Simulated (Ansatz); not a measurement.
## Reading a saddle point

A first-order saddle point of SiNH5ClF, closed shell, PBE0-D4/def2-TZVP, with one imaginary mode of 255i cm⁻¹:

```json
{"atom": "Si1", "x (Å)": "0.2491", "y (Å)": "-0.2331", "z (Å)": "0.4071"}
{"atom": "F2", "x (Å)": "1.8433", "y (Å)": "0.1983", "z (Å)": "-0.7361"}
{"atom": "H3", "x (Å)": "0.8013", "y (Å)": "-1.6084", "z (Å)": "0.2967"}
{"atom": "H4", "x (Å)": "0.6603", "y (Å)": "0.3153", "z (Å)": "1.7106"}
{"atom": "N5", "x (Å)": "-1.3591", "y (Å)": "-0.5331", "z (Å)": "-0.0048"}
{"atom": "H6", "x (Å)": "1.4673", "y (Å)": "1.1282", "z (Å)": "-0.8634"}
{"atom": "Cl7", "x (Å)": "0.0401", "y (Å)": "2.0151", "z (Å)": "-0.3818"}
{"atom": "H8", "x (Å)": "-1.6628", "y (Å)": "-1.4645", "z (Å)": "-0.2333"}
{"atom": "H9", "x (Å)": "-2.0394", "y (Å)": "0.1820", "z (Å)": "-0.1950"}
```

Computed with Ansatz 0.2.0 (basis: def2-TZVPP and def2-QZVPP); correlated methods freeze the cores. Extrapolation: Hartree–Fock as exp(−7.88 √X), correlation as X^−2.97.

Task: Which contacts change along the imaginary mode, and what lies on either side? (Judge from chemistry; the calculation decides.)

Result: The calculation gives: The step is SiNH₄F ([NH2][SiH2][F]) + HCl → SiNH₄Cl ([NH2][SiH2][Cl]) + HF, with the molecules in contact on both sides. Shortening one way: Si1–Cl7, F2–H6; lengthening the same way: Si1–F2, H6–Cl7.
| pair | one side (Å) | saddle (Å) | other side (Å) |
| --- | --- | --- | --- |
| Si1–Cl7 | 3.99 | 2.39 | 2.10 |
| F2–H6 | 2.00 | 1.01 | 0.93 |
| Si1–F2 | 1.62 | 2.01 | 3.54 |
| H6–Cl7 | 1.29 | 1.75 | 2.21 |

Task: Which side is lower, and how far does the saddle lie above each? (To be estimated.)

Result: Computed: The side with Si1–F2, H6–Cl7 short is lower by 0.437 eV; the saddle lies 1.579 eV above it and 1.143 eV above the other (CCSD(T) at an estimated basis limit (MP2 extrapolated from triple and quadruple zeta, plus CCSD(T) − MP2 in triple zeta); electronic energies).

T1 diagnostic: at most 0.012.

Labels in which every atom is bracketed show which atoms are joined, not bond orders.

For scale, one of the runs: CCSD(T)/def2-TZVPP, 216 basis functions, launched by `ansatz run in.yaml --threads 4 --pin off --events-out ev --progress --plain --max-ram 9574MiB`. The run took 56 s on 4 CPU threads of an Arm Neoverse V1 (shared host), with 3.1 GiB of host memory at its peak.
